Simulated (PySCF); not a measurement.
C₅H₉OSi (doublet state).
Structure used (GFN2-xTB), in Å, numbered top down from 1:
```xyz
16
C5H9OSi angstrom
Si     3.121    0.059    1.059
O      1.546    0.034    0.657
C      0.864   -0.618   -0.306
C     -0.462   -0.541   -0.425
C     -1.328    0.234    0.469
C     -2.671   -0.273    0.789
C     -2.603    0.906   -0.063
H      3.941    0.498   -0.073
H      3.062    1.020    2.146
H      3.569   -1.276    1.463
H      1.456   -1.207   -0.996
H     -0.940   -1.095   -1.219
H     -0.786    0.791    1.224
H     -3.090   -1.232    0.556
H     -2.816    1.879    0.356
H     -2.869    0.831   -1.113
```

The hyperfine couplings belong to this conformer and change with its torsions.

As a line formula: `[CH]1[C@@H](/C=C\O[SiH3])C1` [radical].

Method: PySCF 2.14.0, UKS B3LYP, pcH-1 on C H O Si, non-relativistic, mean-field spin-orbit, GIAO. The structure is a single GFN2-xTB conformer in the gas phase; no vibrational or solvent corrections. A GFN2-xTB geometry isn't a minimum of the functional, and hyperfine couplings can be far from their values at a DFT geometry. The SCF solution wasn't tested for stability.

(1) Give the principal g shifts and their parts.

(2) What effective moment and Curie constant follow for a powder?

(3) Average each term over the three axes. Which is largest in size?

(4) What are the electron Larmor frequencies g μB B/h along the three axes at 1200 mT?

(5) In a frozen sample, at which fields do the three g values resonate at 9.5, 34, 94 and 263 GHz (hyperfine left aside), and which band first spreads them over more than twice a line width of 1.0 mT?

Results:

(1) 
| Δg (ppm) | 1 | 2 | 3 |
| --- | --- | --- | --- |
| relativistic mass correction | -147 | -147 | -147 |
| gauge correction | 23 | -3 | 5 |
| orbital Zeeman/spin–orbit | 34 | 684 | 924 |
| total | -90 | 534 | 782 |

So g = 2.00223, 2.00285, 2.00310 and g_iso = 2.00273; the tensor is rhombic: the two nearest values differ by 28 % of g3 − g1. Axes: g3 points within 10° of the C6–H14 bond.

(2) With the mean of g² = 4.0109 and S(S+1) = 0.75: μ_eff = √(⟨g²⟩S(S+1)) = 1.734 μB and χT = 0.12505·⟨g²⟩·S(S+1) = 0.376 cm³ K/mol (cgs; spin-Hamiltonian part alone).

(3) The orbital-Zeeman/spin–orbit term 547, the mass correction -147 and the gauge correction 8 ppm, for a total of 408 ppm. The orbital-Zeeman/spin–orbit term is the largest in size. The mass correction is the same along every axis, so the anisotropy comes from the other two: their spans along these axes are 26 (gauge) and 890 ppm (orbital Zeeman/spin–orbit).

(4) 33.6284, 33.6389, 33.6431 GHz for g1, g2 and g3, a range of 14.6 MHz.

(5) 
```csv
band,GHz,B(g3) mT,B(g2) mT,B(g1) mT,spread mT
X,9.5,338.85,338.89,339.00,0.15
Q,34.0,1212.73,1212.88,1213.26,0.53
W,94.0,3352.85,3353.26,3354.31,1.46
J,263.0,9380.83,9381.99,9384.92,4.09
```

The spread grows in proportion to the frequency. J band is the first where it exceeds 2.0 mT.

The largest Mulliken spin population is on C6 (+0.94). The angles at C6 add up to 319.5°, so it is pyramidal.

The HOMO–LUMO gaps are 5.52 eV among the α and 4.19 eV among the β orbitals.
